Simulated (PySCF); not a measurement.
SMILES F[SiH](F)[SiH2]Cl at its PBE0/def2-SVP optimised geometry (Å):

```
8

Si     1.1192     0.0640     0.0000
F      1.6297     0.9006    -1.2888
F      1.6402    -1.4562    -0.1815
Si    -1.2224     0.0640     0.0000
Cl    -1.8111    -0.8817     1.7517
H      1.7620     0.6327     1.2112
H     -1.7561     1.4562     0.0000
H     -1.7620    -0.6822    -1.1715
```

Computed with PySCF with PBE0/def2-TZVP. Cells within 0.4 Å of a nucleus heavier than hydrogen are left out (blank, or x).

Map of the electrostatic potential (hartree/e), clipped to [-0.08, 0.12] on the plane z = 0.0 Å:

```
|2222222222222222222222222211111|
|2222222222222222222222222211111|
|2222222222222222222222222211111|
|2222222222222222222222222221111|
|2222222233333333332222222221111|
|2222223333333333333322222221111|
|2222233455443333443333222222111|
|2222335899754444444443322222211|
|2222348999975555666655432222221|
|2222359999997767899997543222222|
|2223359999999999999999964322222|
|2233459999999999999999996432222|
|2233479999999999999999999643222|
|2334599999999999999999999853322|
|2334699999xx999999xxx9999954322|
|233479999xxx999999xxx9999964322|
|2234699999xx9999999xx9999853322|
|2234589999999999999999999643222|
|2223469999999999999999998432211|
|2222346999999999999999999311111|
|22222346899999877999xxx99211111|
|22222234566776554599xxx99100011|
|1112222334444443324999995000011|
|1111122222333322211499961000011|
|1111111222222221110022210000011|
|1111111112222211100000000000011|
|1111111111111111100000000000011|
|1111111111111111110000000000111|
|1111111111111111110000000001111|
|1111111111111111111100000011111|
|1111111111111111111111111111111|
```
Scale: ten equal steps from -0.028 (start of '0') to 0.120 (end of '9'), in the order '0123456789'; x runs from -4.00 to 4.00, y from -4.00 (bottom) to 4.00 (top).
